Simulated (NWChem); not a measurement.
ZnH₂Se; SMILES [ZnH][SeH]

```xyz
4

Zn     0.2450    -1.0262    -0.0012
H      0.3445    -2.5653    -0.0027
Se     0.1094     1.2754     0.0010
H     -1.3754     1.1708    -0.0018
```
Atoms are numbered in this order, from 1.

Level: PBE-D3(BJ)/def2-SVP (NWChem), optimised geometry, unscaled harmonic frequencies. This build's default masses of Se (78.918 u) and Br (79.917 u) are each other's, which moves their modes by up to 0.6 %.

Question: List the harmonic frequencies with IR intensities, and the thermochemistry.

Answer: 
| frequency (cm⁻¹) | IR intensity (km/mol) |
|---|---|
| 284 | 10.9 |
| 383 | 67.0 |
| 411 | 53.6 |
| 556 | 3.7 |
| 1831 | 153.7 |
| 2342 | 14.1 |

```
Item                                                                                Value
-----------------------------------------------------------------------  ----------------
zero-point energy                                                            8.3 kcal/mol
thermal correction to the enthalpy at 298.15 K (with zero-point energy)     11.5 kcal/mol
heat capacity Cv                                                         11.8 cal/(mol K)
entropy at 298.15 K and 1 atm (symmetry number 1)                        67.7 cal/(mol K)
dipole moment                                                                      1.13 D
```

Rigid rotor and harmonic oscillator.
